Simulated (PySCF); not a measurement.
**Working out the electron affinity of Se**

Se⁻ [Ar] 3d10 4s2 4p5 (2P) → Se [Ar] 3d10 4s2 4p4 (3P). Computed with PySCF 2.14 in aug-cc-pVTZ-PP with one added diffuse shell each of s, d, f type with ECP10MDF (7s5p5d3f, 68 functions), with scalar relativity through the core potential. Frozen: 3s2 3p6 3d10. Energies in hartree (1 hartree = 27.21139 eV):

| part | Se⁻ (lower) | Se (upper) |
| --- | --- | --- |
| UHF | -371.896770 | -371.862685 |
| MP2 opposite-spin | -0.104720 | -0.078674 |
| MP2 same-spin | -0.031212 | -0.023243 |

**Question.** What does Hartree-Fock give?

**Answer.** (-371.862685) − (-371.896770) = 0.034085 hartree = 0.928 eV.

**Question.** What do MP2 and SCS-MP2 (6/5 opposite-spin, 1/3 same-spin) give?

**Answer.** The opposite-spin parts differ by 0.709 eV and the same-spin parts by 0.217 eV. MP2: 0.928 + (0.709) + (0.217) = 1.854 eV. SCS-MP2: 0.928 + 1.2 × (0.709) + (0.217)/3 = 1.851 eV.

Reference: 2.021 eV (measured; photodetachment measurements, as compiled on the Wikipedia data page of electron affinities), between the lowest levels; spin-orbit coupling is absent from the calculation.

What remains against the reference includes basis incompleteness, the frozen core and correlation beyond second order.
